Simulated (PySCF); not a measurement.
## Correlation energy of Ne⁺ (neon, charge +1)

[He] 2s2 2p5, 2P determinant. Calculation: PySCF 2.14, in x2c-TZVPPall; scalar relativity by spin-free X2C-1e. Frozen: 1s2; 7 electrons correlated.

```csv
level,correlation energy (mhartree)
CCSD,-205.75
(T),-2.24
CCSD(T),-207.99
CCSDT,-208.12
```

Diagnostics: T1 = 0.0040, D1 = 0.0063, largest double amplitude 0.029.

Cost of the coupled-cluster step: roughly 0.8 core-seconds, for 7 correlated electrons.
